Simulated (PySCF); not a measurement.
**Working with the constants of GeB⁺**

UHF-CCSD(T) constants of GeB⁺, ³Π (triplet), unpaired electrons σ ↑, π ↑ (PySCF, no relativity, basis sets Ge def2-TZVPPD, B def2-TZVPPD; masses 73.9212 and 11.0093 u):

```
ωe            : 450.7 cm⁻¹
ωexe          : 5.61 cm⁻¹
Be            : 0.36448 cm⁻¹
αe            : 0.00472 cm⁻¹
De to Ge⁺ + B : 2.27 eV
```

(1) What force constant and bond length do these constants imply?

(2) Estimate the centrifugal constant D from the Kratzer relation and find the Dunham coefficient a1.

Correlated steps freeze 10 core orbitals. Spin–orbit coupling is left out. For an ion De counts to the pair picked by the measured ionisation energies or electron affinities, which need not be the lowest pair at this level. The state was picked by a PBE0 search and need not be the measured ground state.

Answers

(1) Reduced mass μred = 9.5822 u; k = 5.8918×10⁻⁷·μred·ωe² (u, cm⁻¹, mdyn/Å) = 1.15 mdyn/Å; Re = √(16.8576/(μred·Be)) (u, cm⁻¹, Å) = 2.197 Å.

(2) D = 4Be³/ωe² = 9.53e-07 cm⁻¹; a1 = −1 − αeωe/(6Be²) = -3.67.
